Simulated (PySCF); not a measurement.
## How methods differ on the ionisation energy of Ar²⁺

Ar²⁺ [Ne] 3s2 3p4 (3P) → Ar³⁺ [Ne] 3s2 3p3 (4S), as a difference of total energies. Calculation: PySCF 2.14, in aug-cc-pVQZ-DK; scalar relativity by spin-free X2C-1e. Correlated levels: valence: [Ne] frozen. The calculations carry no spin-orbit coupling.

| method | ionisation energy (eV) |
| --- | --- |
| UHF | 39.390 |
| MP2 (valence) | 40.330 |
| SCS-MP2 (valence) | 40.444 |
| CCSD (valence) | 40.451 |
| CCSD(T) (valence) | 40.483 |

A first-order spin-orbit estimate (lowest level to lowest level, LS coupling) adds 0.063 eV.

Errors of the correlated levels include the incompleteness of this basis and the frozen core.

Question: Which method comes closest to the reference value, and which is furthest?

Answer: The reference is 40.735 ± 0.012 eV (semi-empirical (NIST evaluation); NIST Atomic Spectra Database, ionization energies). Closest: CCSD(T) (valence) (error -0.189 eV); furthest: UHF (error -1.282 eV), both after the spin-orbit estimate.
